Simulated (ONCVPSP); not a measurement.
## Reading a pseudo-wave (Be)

Columns: radius, all-electron u(r) and pseudo u(r) of the 2s shell (level -5.64 eV) of beryllium in the configuration [He] 2s2; PW91, scalar-relativistic, ONCV scheme, ONCVPSP 4.0.1.

| r (bohr) | all-electron | pseudo |
| --- | --- | --- |
| 0.103 | -0.1994 | 0.0272 |
| 0.205 | -0.2526 | 0.0546 |
| 0.308 | -0.2268 | 0.0836 |
| 0.410 | -0.1601 | 0.1150 |
| 0.513 | -0.0731 | 0.1506 |
| 0.615 | 0.0196 | 0.1897 |
| 0.718 | 0.1122 | 0.2325 |
| 0.820 | 0.1986 | 0.2768 |
| 0.923 | 0.2782 | 0.3225 |
| 1.025 | 0.3485 | 0.3683 |
| 1.128 | 0.4108 | 0.4151 |
| 1.230 | 0.4644 | 0.4608 |
| 1.332 | 0.5099 | 0.5042 |
| 1.435 | 0.5479 | 0.5433 |
| 1.538 | 0.5782 | 0.5757 |
| 1.640 | 0.6013 | 0.6004 |
| 1.743 | 0.6183 | 0.6181 |
| 1.845 | 0.6294 | 0.6294 |
| 1.948 | 0.6356 | 0.6356 |
| 2.050 | 0.6372 | 0.6372 |
| 2.153 | 0.6350 | 0.6349 |
| 2.255 | 0.6293 | 0.6293 |
| 2.358 | 0.6208 | 0.6208 |
| 2.460 | 0.6099 | 0.6099 |
| 2.562 | 0.5969 | 0.5969 |
| 2.665 | 0.5822 | 0.5822 |

(1) How many radial nodes do the two functions have?

(2) At about which radius was the pseudo-wave matched?

(3) Is the pseudo-wave norm-conserving?

Answers

(1) The all-electron 2s function has n − l − 1 = 1; the pseudo-wave has 0, since the states of the same l below it are removed with the core.

(2) 2.05 bohr. The columns agree to 0.0005 from 1.74 bohr on; several derivatives are matched, so the curves merge somewhat inside the radius.

(3) Yes: the ONCV scheme keeps the norm inside the radius equal to the all-electron one, which fixes the energy derivative of the logarithmic derivative at the level.
